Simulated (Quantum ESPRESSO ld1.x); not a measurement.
The numbers below are computed, except where a source is named.
Ni XV, 14 electrons, occupied as [Ne] 3s2 3p2. Code: ld1.x of Quantum ESPRESSO 7.5. Model: scalar-relativistic Kohn-Sham, LDA (Slater exchange, VWN5 correlation), spin-polarised, spherical densities, point nucleus; open shells are filled with parallel spins first.

X-ray form factor f0, the Fourier transform of the density (f0(0) = 14):

sin(theta)/lambda (1/angstrom)  f0 (electrons)
0.05                                    13.958
0.1                                     13.833
0.15                                    13.630
0.2                                     13.355
0.25                                    13.020
0.3                                     12.634
0.4                                     11.758
0.5                                     10.822
0.6                                      9.906
0.8                                      8.321
1                                        7.136
1.25                                     6.047
1.5                                      5.156
2                                        3.628
